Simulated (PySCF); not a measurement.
Nb+ (niobium, charge +1): UHF calculation

Configuration: [Kr] 4d4, high-spin 5D determinant. Computed with PySCF 2.14 in x2c-TZVPall, with the spin-free X2C one-electron Hamiltonian (Gaussian nucleus).

```
Total energy                                                  : -3817.014350 hartree
One-electron energy                                           : -5261.6442 hartree
Hartree (Coulomb) energy                                      : 1562.4347 hartree
Exchange energy                                               : -117.8049 hartree
⟨S²⟩                                                          : 6.0043
⟨L²⟩                                                          : 6.058
Sum of ⟨r⟩                                                    : 27.30 bohr
Sum of ⟨r²⟩                                                   : 38.60 bohr²
Traceless quadrupole moment −½Σ⟨3z² − r²⟩ along its main axis : -1.84 e·bohr²
Langevin diamagnetic susceptibility                           : -30.6 ×10⁻⁶ cm³/mol
Time after the integrals                                      : 0.37 s of wall time on 1 thread of Neoverse-V2 (shared host)
```

```tsv
shell	electrons	mean orbital energy (eV)	spread (eV)	rms radius, mean of both spins (bohr)
1s β	1	-19093.1	0	0.0415
1s α	1	-19093.0	0	0.0415
2s α	1	-2749.7	0	0.171
2s β	1	-2749.1	0	0.171
2p α	3	-2450.4	0.018	0.152
2p β	3	-2449.8	0.154	0.152
3s α	1	-495.67	0	0.471
3s β	1	-495.40	0	0.471
3p α	3	-394.98	0.243	0.478
3p β	3	-394.63	0.331	0.478
3d α	5	-230.20	0.743	0.473
3d β	5	-229.28	0.389	0.473
4s α	1	-80.723	0	1.25
4s β	1	-76.571	0	1.25
4p α	3	-52.582	0.653	1.41
4p β	3	-46.678	1.222	1.41
4d α	4	-14.555	1.102	2.20
```

Densities and radii are taken from the X2C orbitals without a picture-change correction, which distorts them close to the nucleus.
